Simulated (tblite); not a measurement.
Isomers of C4H12OP2Si. Level: GFN2-xTB in tblite, geometry and Hessian alike; calculated harmonic values, unscaled, isolated species. This tight-binding method is rough: wavenumbers can miss measured ones by several per cent, in bad cases by 10 to 20. Modes of hydrogen on phosphorus and silicon can be 10 to 20 % off. One conformer each.

Electronic energies: GFN2-xTB at the same geometries; isomer energies are rough at this level and their order can be wrong.

```csv
SMILES,"electronic energy, lowest = 0 (kcal/mol)"
CP(C)[P@@]1(=O)C[C@H]1[SiH3],0.0
CC(=O)CP(P)C[SiH3],7.4
OCCC/P=P/C[SiH3],22.6
```

Q: How do GFN2-xTB zero-point energies change the relative energies?

A: 
```tsv
SMILES	ZPE (kcal/mol)	of it from modes above 1550 cm⁻¹	electronic (kcal/mol)	with ZPE, lowest = 0 (kcal/mol)	lowest mode (cm⁻¹)	rings
CP(C)[P@@]1(=O)C[C@H]1[SiH3]	91.7	48.4	0.0	0.0	27	1
CC(=O)CP(P)C[SiH3]	90.0	48.5	7.4	5.7	48	0
OCCC/P=P/C[SiH3]	93.9	48.4	22.6	24.8	25	0
```

The zero-point energies span 3.9 kcal/mol, from `CC(=O)CP(P)C[SiH3]` to `OCCC/P=P/C[SiH3]`. The order is unchanged.
